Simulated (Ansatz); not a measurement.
Basis-set extrapolation for CH$_{5}$FO$_{2}$Si$_{2}$ (`O=C([SiH3])O[SiH2]F`) (PBE0-D4/def2-TZVP geometry, frozen core, Ansatz 0.2.0). Multiplicity 1, RHF reference.

```
                      def2-TZVPP   def2-QZVPP
                 HF  -868.076082  -868.108286
    MP2 correlation    -1.106483    -1.197284
CCSD(T) correlation    -1.184669      not run
```

Energies in hartree. Use E(X) = E(∞) + A·exp(−7.88·√X) for Hartree–Fock and E(X) = E(∞) + B·X^(−2.97) for correlation, with X = 3 and 4, and add CCSD(T) minus MP2 of the smaller set to the MP2 limit.

Task: What is the CCSD(T) energy at the basis-set limit?

Result: HF limit: -868.108286 + (-0.032204) × 0.13774 = -868.11272. MP2 limit: -1.197284 + (-0.090801) × 0.74074 = -1.26454. Higher-order term: -1.184669 − (-1.106483) = -0.07819. Total: -869.45545 hartree, 122.2 kcal/mol below CCSD(T)/def2-TZVPP.
